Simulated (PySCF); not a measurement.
What settings do to a single point of OsO3F2

The sound run of OsO3F2 (singlet) uses PySCF 2.14.0, RKS B3LYP, Os def2-SVP with ECP60, O def2-SVP, F def2-SVP; non-relativistic Hamiltonian with scalar-relativistic core potentials where named; density fitting; no spin-orbit coupling, grid (50, 194), threshold 1e-8 Eh and 55 cycles, at the relaxed geometry:

```xyz
6

Os   -0.0056    0.0000    0.0000
O    -0.8590    0.0000    1.4744
O    -0.8590    0.0000   -1.4744
O     1.6981    0.0000    0.0000
F    -0.0047    1.8861    0.0000
F    -0.0047   -1.8861    0.0000
```

There Os1 has a Mulliken charge of 1.42 e and the dipole about the centre of mass is 0.00 D. Each run below changes one thing and starts from free metal ions and neutral atoms unless it says otherwise; with 55 cycles, smearing, a level shift and second-order steps follow where DIIS fails, and their cycles count. Energy shifts count from the sound run.

```csv
change,outcome,cycles,energy shift (eV),largest force component (eV/Å),charge on Os1 (e),dipole about the centre of mass (D)
"start from the bare core Hamiltonian, limit 98 cycles",converged,15,0.0000,0.01,1.42,0.00
```

(1) One further run converged with energy shift (eV) -0.0194, largest force component (eV/Å) 0.06, charge on Os1 (e) 1.42, dipole about the centre of mass (D) 0.00. Which change was it?
A. all coordinates × 1.05
B. grid (40, 110)
C. spin (2S) set to 8, limit 58 cycles

(2) And the other changes listed?

Unsound on purpose, so not properties of the compound: spin (2S) set to 8, limit 58 cycles.

Forces carry noise of the integration grid, about 0.01 to 0.03 eV/Å.

Results:

(1) B.

(2) 
```csv
change,outcome,cycles,energy shift (eV),largest force component (eV/Å),charge on Os1 (e),dipole about the centre of mass (D)
"spin (2S) set to 8, limit 58 cycles",converged,19,17.30,16.94,0.92,0.00
all coordinates × 1.05,converged,11,0.80,4.06,1.37,0.00
```
